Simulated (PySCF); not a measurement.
Work out the structure from these simulated measurements.

Formula: C8H10S.

- 1H NMR: chemical shifts (computed TMS as zero) by class: 6.82 (1 H), 5.24 (1 H), 5.04 (1 H), 4.86 (1 H), 2.26 (3 H), 2.04 (3 H) ppm [GIAO PBE0/pcSseg-1]
- Dipole: 2.43 D [PBE0/pcSseg-1]
- Rotational structure: rotational constants A, B, C: 2.279, 0.866, 0.633 GHz [GFN2-xTB]
- 13C NMR: chemical shifts (computed TMS as zero) by class: 165.0 (1 C), 153.4 (1 C), 146.6 (1 C), 144.2 (1 C), 118.3 (1 C), 101.2 (1 C), 22.3 (1 C), 15.1 (1 C) ppm [GIAO PBE0/pcSseg-1]
- NMR, other nuclei: isotropic shieldings of nuclei other than C and H, by class: 506 (1 S) ppm [GIAO PBE0/pcSseg-1]

The electronic properties come from PySCF, for the isolated species, density fitting. Levels stand in brackets. One conformer (not necessarily the lowest) at the GFN2-xTB geometry, without solvent, vibrations or thermal averaging. NMR classes are plain means over equivalent atoms (diastereotopic ones count apart unless rotation or inversion swaps them), as if these changed places fast.

Question: Propose a structure and show how it fits.

Answer: Numbering: `[CH2:1]=[C:2]1[CH:3]=[C:4]([CH3:5])/[C:6]1=[CH:7]/[S:8][CH3:9]`. Its formula, C8H10S, gives 4 degrees of unsaturation: 1 ring and 3 π bonds in the structure found. 8 carbons fall into 8 classes; from least to most shielded: fully substituted alkene carbon [C4] (165.0 ppm), fully substituted alkene carbon [C2] (153.4 ppm), alkene CH carbon [C3] (146.6 ppm), fully substituted alkene carbon [C6] (144.2 ppm), alkene CH carbon [C7] (118.3 ppm), terminal =CH2 carbon [C1] (101.2 ppm), S-methyl carbon [C9] (22.3 ppm), allylic carbon [C5] (15.1 ppm). Hydrogen classes from least to most shielded: 1 H on an alkene CH carbon, C3 (6.82 ppm), 1 H on an alkene CH carbon, C7 (5.24 ppm), 1 H on a terminal =CH2 carbon, C1 (5.04 ppm), 1 H on a terminal =CH2 carbon, C1 (4.86 ppm), 3 H on an S-methyl carbon, C9 (2.26 ppm), 3 H on an allylic carbon, C5 (2.04 ppm). The other shieldings belong to: 506 ppm, sulfide sulfur [S8]. By its constants the optimised geometry is an asymmetric top. Structure: `C=C1C=C(C)/C1=C/SC`. Computed isomers that give other values at the same levels: `CSCc1ccccc1` (13C chemical shifts (computed TMS as zero) by class: 144.6 (1 C), 135.5 (2 C), 133.7 (2 C), 132.2 (1 C), 44.9 (1 C), 18.3 (1 C) ppm); `C=Cc1sccc1CC` (13C chemical shifts (computed TMS as zero) by class: 147.9 (1 C), 145.1 (1 C), 135.2 (1 C), 132.1 (1 C), 130.2 (1 C), 116.5 (1 C), 24.2 (1 C), 14.1 (1 C) ppm); `CSc1cccc(C)c1` (13C chemical shifts (computed TMS as zero) by class: 148.4 (1 C), 143.5 (1 C), 134.7 (1 C), 130.6 (1 C), 129.0 (1 C), 121.8 (1 C), 24.0 (1 C), 18.3 (1 C) ppm). The assignments are read from this structure; whether some other isomer fits the data as well wasn't checked.

Conformer computed: `[CH2:1]=[C:2]1[CH:3]=[C:4]([CH3:5])/[C:6]1=[CH:7]/[S:8][CH3:9]`: C6–C7–S8–C9 179°.
